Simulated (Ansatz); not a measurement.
Geometry optimisation, RKS PBE-D4/6-31G* (Ansatz 0.2.0).

The input (input.yaml):

```yaml
crystal:
  periodic: [false, false, false]
  atoms:
    - { symbol: C, position_ang: [-0.3409, -0.6885, 0.7567] }
    - { symbol: B, position_ang: [0.5187, 0.0118, -0.3775] }
    - { symbol: F, position_ang: [1.7414, -0.6059, -0.7545] }
    - { symbol: C, position_ang: [0.1577, 1.3189, -1.0813] }
    - { symbol: "N", position_ang: [-0.2454, 2.2759, -1.6235] }
    - { symbol: H, position_ang: [-1.3086, -0.0246, 0.898] }
    - { symbol: H, position_ang: [-0.6473, -1.667, 0.4361] }
    - { symbol: H, position_ang: [0.2165, -0.6776, 1.6902] }
basis:
  gaussian: { orbitals: "6-31G*" }
hamiltonian:
  xc: pbe
  dispersion: d4
relax:
  f_tol: 0.015
  max_steps: 40
```

Command:

```bash
$ ansatz run input.yaml --threads 1 --pin off --max-ram 2048MiB --backend cpu --events-out ev --progress --plain --runs-dir out
```

Question: Where does it end, and by what steps?

Answer: It converged. The force dipped under the threshold on the way, but the program's further checks kept it going. After 21 steps the energy has fallen by 0.316 eV; H7 moved furthest, 0.71 Å.

| step | energy less start (eV) | largest force component (eV/Å) | accepted |
| --- | --- | --- | --- |
| 0 | 0.0000 | 3.107 | yes |
| 1 | -0.2307 | 1.307 | yes |
| 2 | -0.2412 | 1.095 | yes |
| 3 | -0.2886 | 1.012 | yes |
| 4 | -0.3069 | 0.173 | yes |
| 5 | -0.3085 | 0.102 | yes |
| 6 | -0.3098 | 0.066 | yes |
| 7 | -0.2949 | 0.577 | no |
| 8 | -0.3108 | 0.045 | yes |
| 9 | -0.3118 | 0.140 | yes |
| 10 | -0.3109 | 0.135 | no |
| 11 | -0.3127 | 0.033 | yes |
| 12 | -0.3137 | 0.020 | yes |
| 13 | -0.3134 | 0.172 | no |
| 14 | -0.3142 | 0.079 | yes |
| 15 | -0.3148 | 0.082 | yes |
| 16 | -0.3149 | 0.081 | yes |
| 17 | -0.3156 | 0.009 | yes |
| 18 | -0.3158 | 0.017 | yes |
| 19 | -0.3159 | 0.054 | yes |
| 20 | -0.3160 | 0.028 | yes |
| 21 | -0.3161 | 0.005 | yes |

```xyz
8
Properties=species:S:1:pos:R:3
C -0.344 -0.661 0.730
B 0.450 -0.094 -0.488
F 1.337 -0.825 -1.167
C 0.251 1.372 -0.974
N 0.064 2.485 -1.302
H -1.432 -0.525 0.585
H -0.135 -1.725 0.918
H -0.098 -0.084 1.642
```

Whether the end is a true minimum wasn't checked by a vibrational analysis.

Run time: 43 s on 1 thread of Arm Neoverse V2, with other jobs on the host, peak memory 0.14 GiB.
